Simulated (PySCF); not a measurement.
PbFBr, SMILES [Pb]([Br])[F] (connectivity only; charge and spin as stated), neutral, multiplicity 1.

The structure is a stationary point at PBE0-D3(BJ)/def2-TZVP. The def2 effective core potentials stand for the cores of Pb; spin–orbit coupling is left out.

Computed with PySCF with PBE/def2-TZVPD.

Question: Estimate the frontier levels, gap, dipole moment and polarisability. (The exact figures need the calculation; the answer reports its results.)

Answer: 
```
Property                                                                                                       Result
---------------------------------------------------------------------------------------------  ----------------------
highest occupied level                                                                                       -6.90 eV
lowest empty level                                                                                           -3.71 eV
orbital gap                                                                                                   3.19 eV
dipole moment                                                                                               0.893 e·Å
quadrupole, principal values (traceless, Buckingham form, about the centre of nuclear charge)  -10.73, 3.22, 7.51 D·Å
mean static polarisability                                                                      67.6 bohr³ (10.01 Å³)
polarisability, principal values                                                               49.1, 60.5, 93.1 bohr³
```
